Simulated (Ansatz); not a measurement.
Geometry optimisation, Ansatz, RKS B3LYP-D4/def2-SVP.

input.yaml

```yaml
crystal:
  periodic: [false, false, false]
  atoms:
    - { symbol: Si, position_ang: [-0.289399, -0.361561, 1.18763] }
    - { symbol: "N", position_ang: [0.934023, -1.502721, 0.575938] }
    - { symbol: O, position_ang: [-0.754719, 0.782594, 0.062571] }
    - { symbol: Si, position_ang: [-1.189564, 0.984173, -1.530229] }
    - { symbol: H, position_ang: [0.17451, 0.407054, 2.363609] }
    - { symbol: H, position_ang: [-1.443738, -1.232165, 1.557456] }
    - { symbol: H, position_ang: [2.261203, 0.384465, 0.897505] }
    - { symbol: H, position_ang: [2.015303, 1.00477, 0.683238] }
    - { symbol: H, position_ang: [0.604586, -2.428694, 0.3144] }
    - { symbol: H, position_ang: [1.650273, -1.18944, -0.069997] }
    - { symbol: H, position_ang: [-1.35832, 2.438409, -1.79104] }
    - { symbol: H, position_ang: [-0.132712, 0.437822, -2.434171] }
    - { symbol: H, position_ang: [-2.471348, 0.275094, -1.816809] }
basis:
  gaussian: { orbitals: def2-SVP }
hamiltonian:
  xc: b3lyp
  dispersion: d4
relax:
  f_tol: 0.03
  max_steps: 50
```

Command:

```bash
$ ansatz run input.yaml --threads 2 --pin off --max-ram 3072MiB --backend cpu --events-out ev --progress --plain --runs-dir out
```

Task: Where does it end, and by what steps?

Result: The forces met the threshold. The force dipped under the threshold on the way, but the program's further checks kept it going. After 27 steps the energy has fallen by 0.295 eV; H7 moved furthest, 1.44 Å.

```tsv
step	energy less start (eV)	largest force component (eV/Å)	accepted
0	0.0000	2.296	yes
1	-0.1736	0.578	yes
2	-0.2179	0.359	yes
3	-0.2343	0.848	yes
4	-0.2493	0.414	yes
5	-0.2614	0.131	yes
6	-0.2680	0.087	yes
7	-0.2703	0.149	yes
8	-0.2703	0.166	yes
9	-0.2560	0.926	no
10	-0.2714	0.214	yes
11	-0.2763	0.050	yes
12	-0.2780	0.443	yes
13	-0.2832	0.213	yes
14	-0.2878	0.121	yes
15	-0.2903	0.135	yes
16	-0.2886	0.510	no
17	-0.2913	0.041	yes
18	-0.2933	0.026	yes
19	-0.2940	0.112	yes
20	-0.2942	0.135	yes
21	-0.2945	0.072	yes
22	-0.2948	0.013	yes
23	-0.2951	0.028	yes
24	-0.2951	0.031	yes
25	-0.2952	0.034	yes
26	-0.2951	0.036	no
27	-0.2953	0.005	yes
```

```xyz
13
Properties=species:S:1:pos:R:3
Si -0.422 -0.638 1.172
N 0.651 -1.935 0.819
O -0.466 0.583 0.028
Si -1.040 1.048 -1.456
H 0.028 0.009 2.429
H -1.791 -1.216 1.273
H 2.685 1.599 0.253
H 1.942 1.440 0.201
H 0.402 -2.660 0.154
H 1.658 -1.810 0.864
H -1.177 2.530 -1.483
H -0.097 0.624 -2.533
H -2.373 0.427 -1.720
```

The run took 74 s on 2 threads of Arm Neoverse V1, on a shared host, peak memory 0.23 GiB.
